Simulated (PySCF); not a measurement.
C7H9N2 (doublet state).
Structure used (GFN2-xTB), in Å, numbered top down from 1:
```xyz
18
C7H9N2 angstrom
N     -0.328    1.978   -0.604
C      0.326    0.872   -0.374
C      1.606    0.562   -0.945
C      2.194   -0.657   -0.759
C      1.565   -1.628    0.024
C      0.342   -1.352    0.622
C     -0.277   -0.130    0.471
C     -1.588    0.173    1.143
N     -2.655    0.431    0.190
H      0.194    2.649   -1.162
H      2.075    1.312   -1.568
H      3.149   -0.875   -1.216
H      2.036   -2.587    0.177
H     -0.125   -2.103    1.244
H     -1.884   -0.670    1.775
H     -1.488    1.063    1.769
H     -2.709   -0.322   -0.490
H     -2.440    1.290   -0.308
```

The hyperfine couplings belong to this conformer and change with its torsions.

The species is `[NH]c1ccccc1CN` [radical].

Level of theory: UKS B3LYP, pcH-1 on C H N, non-relativistic, mean-field spin-orbit, GIAO (PySCF 2.14.0). One conformer (not necessarily the lowest) at the GFN2-xTB geometry, without solvent, vibrations or thermal averaging. A GFN2-xTB geometry isn't a minimum of the functional, and hyperfine couplings can be far from their values at a DFT geometry. The SCF solution wasn't tested for stability. ⟨S²⟩ is 0.785 where a pure state has 0.75.

Q: Where do the isotropic ENDOR lines of C2, C5, C7, C6, C3, C4, N1, H10, H13 and H11 fall at 334.2 mT, to first order?

A: For S = 1/2 in fast tumbling each set of equivalent nuclei gives two lines, ν± = |νn ± a/2| to first order, with νn = g_N μN B/h and μN/h = 7.62259 MHz/T.

```json
{"nuclei": "C2", "isotope": "13C", "g_N": "1.4048", "νn (MHz)": "3.58", "a_iso (MHz)": "-38.93", "lower line (MHz)": "15.89", "upper line (MHz)": "23.05"}
{"nuclei": "C5", "isotope": "13C", "g_N": "1.4048", "νn (MHz)": "3.58", "a_iso (MHz)": "30.46", "lower line (MHz)": "11.65", "upper line (MHz)": "18.81"}
{"nuclei": "C7", "isotope": "13C", "g_N": "1.4048", "νn (MHz)": "3.58", "a_iso (MHz)": "26.80", "lower line (MHz)": "9.82", "upper line (MHz)": "16.98"}
{"nuclei": "C6", "isotope": "13C", "g_N": "1.4048", "νn (MHz)": "3.58", "a_iso (MHz)": "-25.07", "lower line (MHz)": "8.96", "upper line (MHz)": "16.11"}
{"nuclei": "C3", "isotope": "13C", "g_N": "1.4048", "νn (MHz)": "3.58", "a_iso (MHz)": "24.84", "lower line (MHz)": "8.84", "upper line (MHz)": "16.00"}
{"nuclei": "C4", "isotope": "13C", "g_N": "1.4048", "νn (MHz)": "3.58", "a_iso (MHz)": "-24.07", "lower line (MHz)": "8.46", "upper line (MHz)": "15.61"}
{"nuclei": "N1", "isotope": "14N", "g_N": "0.4038", "νn (MHz)": "1.03", "a_iso (MHz)": "18.86", "lower line (MHz)": "8.40", "upper line (MHz)": "10.46"}
{"nuclei": "H10", "isotope": "1H", "g_N": "5.5857", "νn (MHz)": "14.23", "a_iso (MHz)": "-35.58", "lower line (MHz)": "3.56", "upper line (MHz)": "32.02"}
{"nuclei": "H13", "isotope": "1H", "g_N": "5.5857", "νn (MHz)": "14.23", "a_iso (MHz)": "-22.50", "lower line (MHz)": "2.98", "upper line (MHz)": "25.48"}
{"nuclei": "H11", "isotope": "1H", "g_N": "5.5857", "νn (MHz)": "14.23", "a_iso (MHz)": "-18.09", "lower line (MHz)": "5.18", "upper line (MHz)": "23.27"}
```

The rows for 13C, of low natural abundance, apply to labelled samples.

Q: Which pairs are centred on the nuclear Larmor frequency, and which on half the coupling?

A: Centred on νn, since |a| < 2νn: H13 and H11. Centred on |a|/2 and split by 2νn: C2, C5, C7, C6, C3, C4, N1 and H10.

Q: At what field would the lower line of C3 fall to zero frequency?

A: Where νn = |a|/2, that is B = 12.42 MHz/(1.4048 × 7.62259 MHz/T) = 1160 mT, as far as first order holds there.

Couplings of abundant isotopes left out: H15/H16 (7.7 MHz), H14 (7.6 MHz), H12 (7.3 MHz) and H17/H18 (-1.6 MHz).

Time: 4.2 min wall (grids of density and orbitals included); peak memory 1.1 GiB. Hardware: Intel Xeon at 2.50 GHz, one thread, shared host.
